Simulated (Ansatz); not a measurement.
`B[Si](O)(F)[SiH3]` + H–F → `O[Si](F)(F)[SiH3]` + BH₃  (cleavage of the Si–B bond)

Isolated molecules relaxed with PBE0-D4/def2-TZVP in Ansatz; ΔE leaves out vibrations. CCSD(T)/CBS is the MP2 limit (def2-TZVPP, def2-QZVPP) plus CCSD(T) − MP2 in def2-TZVPP, frozen cores. This one scheme is used for every species. Functionals use def2-TZVPP. B3LYP here is the variant with VWN-RPA as its local correlation; programs differ in this. Each species was taken in one conformer, which may not be the lowest.

| level | ΔE (kcal/mol) | difference from CCSD(T)/CBS |
| --- | --- | --- |
| PBE-D4 | -39.2 | 5.2 |
| r2SCAN-D4 | -44.6 | -0.2 |
| B3LYP-D4 | -44.8 | -0.4 |
| ωB97X-V | -45.1 | -0.7 |
| B2PLYP | -46.6 | -2.2 |
| PBE | -39.9 | 4.5 |
| r2SCAN | -44.8 | -0.4 |
| PBE0 | -41.8 | 2.6 |
| B3LYP | -45.9 | -1.5 |
| HF/def2-TZVPP | -51.9 | -7.5 |
| SCS-MP2/def2-TZVPP | -47.2 | -2.8 |
| CCSD(T)/def2-TZVPP | -44.7 | -0.3 |
| HF/def2-QZVPP | -52.5 | -8.1 |
| MP2/def2-QZVPP | -46.2 | -1.8 |
| SCS-MP2/def2-QZVPP | -47.1 | -2.7 |
| HF/CBS(def2) | -52.5 | -8.1 |
| CCSD(T)/CBS | -44.4 | 0 |

Largest T1 diagnostic among the species: 0.013.

In def2-TZVPP, CCSD(T) changes the Hartree–Fock value by +7.1 kcal/mol (the triples alone add +0.9 kcal/mol) and MP2 by +5.7 kcal/mol. From PBE to PBE0 (25 % exact exchange), in def2-TZVPP and without D4, ΔE moves by −1.9 kcal/mol.
